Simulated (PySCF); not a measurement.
SMILES C[C](C)(C)[AlH][OH] at its GFN2-xTB optimised geometry (Å):

```
17

Al    -1.0947     0.0363     0.0000
H     -1.7878     1.4037     0.0000
O     -2.0589    -1.2907     0.0027
H     -2.6343    -2.0438     0.0031
C      0.9461     0.0363     0.0000
C      1.3271     1.5201    -0.0372
C      1.5379    -0.6089     1.2616
C      1.5427    -0.6754    -1.2225
H      2.4100     1.6539    -0.0192
H      0.9008     2.0438     0.8203
H      0.9364     1.9911    -0.9406
H      1.2051    -0.0827     2.1563
H      1.2234    -1.6496     1.3433
H      2.6296    -0.5849     1.2355
H      1.2300    -1.7195    -1.2481
H      1.2121    -0.1995    -2.1458
H      2.6343    -0.6483    -1.1943
```

Computed with PBE0/def2-SVP (PySCF). Cells within 0.4 Å of a nucleus heavier than hydrogen are left out (blank, or x).

Map of the deformation density (molecule minus spherical neutral atoms) (e/bohr³) on the plane z = 0.0 Å:

```
|2222222222222222222222222222222|
|2222222222222222222222222222222|
|2222222222222222222222222222222|
|2222222222222222222222222222222|
|2222222222222222222222222222222|
|2222222222222222222222222222222|
|2222222222222222211111222222222|
|2222222222222222111111122222222|
|2222222222222221122112211222222|
|2222222222222211123225421222222|
|222222222333221111xxx9921122222|
|222222222585321111xxx7521222222|
|2222222235753211136732211222222|
|2222222223432122237621111222222|
|22222222222xx23455x411111222222|
|22222222211xx2356xxx11111222222|
|222222222211x23443x311111222222|
|2222222345321123211111111222222|
|22222223xx532112111101111222222|
|22222123xxx42211111111112222222|
|222211266x432221111111122222222|
|2222110673222222211111222222222|
|2222110011222222222222222222222|
|2222211011222222222222222222222|
|2222221112222222222222222222222|
|2222222222222222222222222222222|
|2222222222222222222222222222222|
|2222222222222222222222222222222|
|2222222222222222222222222222222|
|2222222222222222222222222222222|
|2222222222222222222222222222222|
```
Scale: ten equal steps from -0.027 (start of '0') to 0.093 (end of '9'), in the order '0123456789'; x runs from -5.00 to 5.00, y from -5.00 (bottom) to 5.00 (top).
